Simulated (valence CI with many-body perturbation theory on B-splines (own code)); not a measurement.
## Sc XV in brief

Method: configuration interaction combined with many-body perturbation theory (CI+MBPT): five valence electrons over a frozen Dirac-Fock core [He], a basis of 9 s, 9 p, 8 d, 6 f, 3 g, 1 h functions for each j, with the one-electron correlation potential Σ1, the two-electron term Σ2, the three-electron term Σ3, Breit, model QED; selected CI, second order for the rest (own B-spline code, finite nucleus).

No measured levels were compared; by estimate levels of excited configurations hold to 0.05 to 0.15 % of their energy, terms of the ground configuration to about 0.5 %. Among the levels kept, up to 2000 cm⁻¹ of a level comes from second order outside the variational space, and about a tenth of that is noise between levels of different J, which matters for small intervals.

Rates and lifetimes use the calculated energies. Strong lines usually hold to 10 to 20 %, long lifetimes can be off by a factor of two.

What is the ground level?

2s2.2p3 4S°_3/2, composition 97 % 2s2.2p3 4S° + 2 % 2s2.2p3 2P°, g = 1.981.

How well does LS coupling describe the low levels?

Among the lowest 20 levels the leading LS term, summed over configurations, holds 95 % on average. For single configurations the figures are 94 % in LS and 73 % in jj coupling. Terms mix most in the J = 3/2 level at 24.89 eV, where the leading one holds 85 %.

Among levels below 596.64 eV, which E1 lines absorb most strongly from the ground level?

to 2s2.2p2.3d 4P_5/2 at 2.140 nm, f = 0.629; to 2s2.2p2.3d 4P_3/2 at 2.137 nm, f = 0.520; to 2s2.2p2.3d 4P_1/2 at 2.135 nm, f = 0.280.

Name the longest-lived excited levels whose lifetime is computed, and their main decay.

2s2.2p3 2D°_5/2 at 15.15 eV lives 22.8 ms, mostly by M1 to 2s2.2p3 4S°_3/2; 2s2.2p3 2D°_3/2 at 13.82 eV lives 1.01 ms, mostly by M1 to 2s2.2p3 4S°_3/2; 2s2.2p3 2P°_1/2 at 22.96 eV lives 267 μs, mostly by M1 to 2s2.2p3 4S°_3/2.

Where does the other parity begin?

At 2s.2p4 4P_5/2, 68.46 eV.
